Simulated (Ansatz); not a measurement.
Si(OAc)H3 (C2H6O2Si). Charge 0, multiplicity 1. Geometry PBE0-D4/def2-SVP, basis def2-TZVP, Ansatz.

| run | HOMO (eV) | LUMO (eV) |
| --- | --- | --- |
| A | -9.72 | 1.07 |
| B | -6.56 | -1.18 |
| C | -12.47 | 3.03 |
| D | -8.23 | -0.02 |
| E | -6.47 | -1.07 |
| F | -6.90 | -0.90 |

Problem. The runs used BLYP, CAM-B3LYP, HF, PBE, PBE0, r2SCAN. Estimate which is which.

Solution. A CAM-B3LYP (range-separated); B PBE (0 % exact exchange); C HF (100 % exact exchange); D PBE0 (25 % exact exchange); E BLYP (0 % exact exchange); F r2SCAN (0 % exact exchange). Exact exchange lowers occupied and raises empty levels; among semilocal functionals meta-GGAs tend to open the gap a little, and such runs are hard to tell apart. The gap grows from 5.38 eV (PBE) to 15.49 eV (HF).
